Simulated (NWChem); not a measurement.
System: C4H2BF; SMILES C(#C)B(C#C)F

Problem. Give the equilibrium geometry at B3LYP/6-31G* (spherical d) (NWChem) as an XYZ file, with the point group.

Solution. point group C2v; any orientation.
```
8

B      0.0000     0.0000     0.4357
C     -1.3272     0.0000    -0.3085
C     -2.3695     0.0000    -0.9314
H     -3.2901     0.0000    -1.4723
C      1.3272     0.0000    -0.3085
C      2.3695     0.0000    -0.9314
H      3.2901     0.0000    -1.4723
F      0.0000     0.0000     1.7698
```
